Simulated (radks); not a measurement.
The numbers below are computed, except where a source is named.
Neutral thulium inside a hard spherical wall (all orbitals vanish at R), configuration held at [Xe] 4f13 6s2 and not refilled when levels cross. Code: a radial shooting solver on a logarithmic mesh with Libxc functionals. Model: scalar-relativistic Kohn-Sham, PBE, spin-polarised, spherical densities, finite nucleus; open shells are filled with parallel spins first (spin-orbit coupling, left out, can overturn this in heavy ions); Fermi nuclear charge, rms radius 5.2256 fm. Eigenvalues in eV for spin up, with the zero of energy where the potential of the charges vanishes at infinity; a dash marks a level that is unbound or too diffuse for the functional's potential to be trusted. A positive occupied level is held by the wall or, in an anion where self-interaction has pushed it up, behind a barrier. The pressure on the wall is -dE/dV.

R (bohr)  E (hartree)  kinetic (hartree)    e(5s)    e(5p)   e(6s)   e(4f)  e(6p, empty)  e(5d, empty)  pressure (GPa)
free      -13566.0133          14742.048  -53.569  -27.052  -3.887  -3.471             -             -               0
15        -13566.0133          14742.048  -53.567  -27.050  -3.886  -3.469        -1.108        -0.809        0.000138
12        -13566.0130          14742.051  -53.541  -27.024  -3.866  -3.444        -1.023        -0.771         0.00467
6         -13565.9174          14742.527  -51.429  -24.962  -1.493  -1.359         3.276         1.514            5.99
5         -13565.7560          14743.157  -49.701  -23.318   1.450   0.407         7.904         3.602            24.6
4         -13565.2448          14745.065  -46.272  -20.093   9.331   4.121        19.347         8.188             134
3.5       -13564.5691          14747.610  -42.981  -16.910  18.457   7.903        31.673        12.891             370
3         -13563.0417          14753.337  -37.177  -10.955  36.615  14.857        54.680        21.611            1200
2.5       -13559.1155          14767.472  -25.694    1.795  76.208  28.670        101.67        39.679            4710
